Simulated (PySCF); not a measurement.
**Electronic structure of Cr¹⁴⁺ (chromium, charge +14) at the UHF level**

Configuration: [Ne], closed-shell 1S. All numbers are calculated (PySCF 2.14, the non-relativistic Hamiltonian (point nucleus), in an uncontracted even-tempered set (18 s from 2.4 bohr⁻², ratio 2.2; 11 p from 3.1 bohr⁻², ratio 2.2; 6 d from 18 bohr⁻², ratio 2.4; 5 f from 27 bohr⁻², ratio 2.4; 5 g from 40 bohr⁻², ratio 2.4)).

* Total energy: -957.240099 hartree
* One-electron energy: -1135.9641 hartree
* Hartree (Coulomb) energy: 215.4768 hartree
* Exchange energy: -36.7528 hartree
* Kinetic energy: 957.23877 hartree
* ⟨S²⟩: 0.0000
* ⟨L²⟩: 0.000
* Sum of ⟨r⟩: 2.241 bohr
* Sum of ⟨r²⟩: 0.6870 bohr²
* Density at the nucleus (Gaussians lack the cusp): 9140 bohr⁻³

```
shell  electrons  mean orbital energy (hartree)  rms radius, mean of both spins (bohr)
   1s          2                     -236.34819                                 0.0742
   2s          2                      -41.16811                                  0.314
   2p          6                      -37.24726                                  0.282
```

Spin-orbit constants ζ (cm⁻¹) from the X2C one-electron operator on these orbitals (non-relativistic here): bare nucleus, nucleus screened by l(l+1)(2l+1)/3 electrons, and screened by the Breit-Pauli mean field of the electrons.

```csv
shell,bare,screened nucleus,mean field
2p,49240,45140,43340
```
